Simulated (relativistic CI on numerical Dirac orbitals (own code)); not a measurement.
# Ti²⁺ in a cubic cluster: 3s photoemission with charge transfer

Computed with a charge-transfer multiplet model of a cubic metal-ligand cluster with up to 2 ligand holes, Slater and spin-orbit integrals from Dirac-Coulomb-Breit ions, Slater integrals scaled by 0.8. The parameters are those of a tetrahedral site (10Dq negative, t2 hopping the larger). The ground state mixes d2 with configurations of k ligand holes L, whose averages lie at kΔ + k(k − 1)U_dd/2; a core hole lowers each added d electron by U_cd. 300 K, Lorentzian 1.4 eV and Gaussian 0.8 eV FWHM.

Atomic integrals in eV (Slater integrals scaled, ζ unscaled), ground: F2dd 6.578, F4dd 4.090, zeta_d 0.013; with the core hole: F2dd 7.636, F4dd 4.793, zeta_d 0.018, G2cd 7.900.

Cluster parameters (eV): U_dd = 4.3, U_cd = 5.3, 10Dq = -0.3, 10Dq(ligand) = 0, V(eg) = 0.72, V(t2g) = -1.23, final-state hopping factor = 1.

| Case | n_d | d2 | d3L | d4L2 | S |
| --- | --- | --- | --- | --- | --- |
| Δ = 3.2 eV | 2.43 | 0.61 | 0.35 | 0.04 | 1.00 |
| Δ = 6.2 eV | 2.20 | 0.81 | 0.18 | 0.01 | 1.00 |
| Δ = 7.2 eV | 2.16 | 0.85 | 0.15 | 0.01 | 1.00 |

Weights, n_d and S are thermal averages at 300 K. Binding energies count from the first peak over 30 % of the highest in each spectrum, which can be another peak from case to case. The parameters are a model scan and need not match a compound or its usual spin state. Peaks in eV (height, largest 100):
- Δ = 3.2 eV: 0.0 (100), 3.9 (58), 6.2 (64), 12.1 (21)
- Δ = 6.2 eV: 0.0 (100), 4.4 (63), 5.9 (49), 10.6 (14)
- Δ = 7.2 eV: 0.0 (100), 4.5 (62), 10.4 (10)

For the case Δ = 6.2 eV, Δ = 6.2 eV is larger than U_dd = 4.3 eV, the Mott-Hubbard side of the Zaanen-Sawatzky-Allen scheme. With the core hole the configuration with one ligand hole lies at Δ − U_cd = -2.1, 0.9, 1.9 eV from the one without, in the order of the table; where this is negative the screened configuration lies lower, though the effective hopping of about 3.1 eV (from the holes of the mixed ground state) mixes the two strongly wherever it is as large as the gap.

Without intra-shell correlation the exchange splitting of the 3s hole comes out too large.
